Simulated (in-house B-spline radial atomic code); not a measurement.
A fraction x of an electron is removed from 3d in Pd V (Pd4+), starting from [Kr] 4d6 and keeping the highest spin. Computed with a B-spline radial code for spherical atoms: scalar-relativistic (X2C) PW91, spin-polarised, spherical fractional occupations, Fermi nucleus of rms radius 4.5318 fm.

| x | E(x) - E(0) (eV) | 3d down level (eV) |
| --- | --- | --- |
| 0 | 0.0000 | -384.649 |
| 0.05 | 19.2840 | -386.711 |
| 0.2 | 77.7566 | -392.932 |
| 0.34 | ? | ? |
| 0.38 | ? | ? |
| 0.5 | 197.5198 | -405.524 |
| 0.53 | 209.7046 | -406.794 |
| 0.63 | 250.5962 | -411.042 |
| 0.78 | 312.7328 | -417.454 |
| 0.94 | 380.0761 | -424.347 |
| 1 | 405.6149 | -426.945 |

(1) What belongs in the row x = 0.34?

(2) What belongs in the row x = 0.38?

(3) Check Janak's theorem between x = 0.05 and 0.2.

Results:

(1) An energy change of 133.1761 eV; 3d down at -398.783 eV.

(2) An energy change of 149.1610 eV; 3d down at -400.463 eV.

(3) The slope of the energy is 389.82 eV; the orbital levels give 389.82 eV (-ε of the emptying orbital, averaged over the two points).
